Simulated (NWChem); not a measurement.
Species: C₃H₇FSi; SMILES F[C@H]1C[C@@H]1[SiH3]

```xyz
12

F      0.6296     2.2408    -0.1201
C      0.1157     1.0882     0.4233
C     -1.2757     0.7144     0.0551
C     -0.0841    -0.0818    -0.5026
Si     0.2691    -1.8443     0.0221
H      0.4766     0.9385     1.4385
H     -1.9149     0.2606     0.8084
H     -1.7903     1.3710    -0.6404
H      0.1462     0.1607    -1.5394
H     -0.0736    -1.9937     1.4643
H     -0.5515    -2.8101    -0.7591
H      1.7054    -2.1890    -0.1639
```
Atoms are numbered in this order, from 1.

Program: NWChem. Pople sets run with spherical d functions. Coordinates come from a B3LYP/6-31G* (spherical d) optimisation. Absolute isotropic GIAO shieldings of the H sites, static isolated molecule, three-fold rotors averaged.

| row | σ, Hartree-Fock/6-31G* (ppm) | σ, PBE/pcSseg-1 (ppm) |
|---|---|---|
| H6 | 28.33 | 26.97 |
| H10 (rotor mean) | 28.57 | 27.35 |
| H8 | 31.43 | withheld |
| H7 | 32.17 | 30.89 |
| H9 | 32.75 | 31.19 |

Question: Fit a straight line of the last column on the one before it, predict the withheld value, and compare with the run.

Answer: 
1. Means of the 4 shown rows: x = 30.455, y = 29.100. Slope Σ(x − x̄)(y − ȳ)/Σ(x − x̄)² = 15.69/16.28 = 0.9640; intercept -0.259.
2. The shown rows scatter about the line by 0.106 (root mean square); the largest residual is +0.14, at H7.
3. At x = 31.43 (H8; inside the shown range) the line gives 30.04.
4. The run gives 30.25, +0.21 from the line, 2.0 times the scatter.
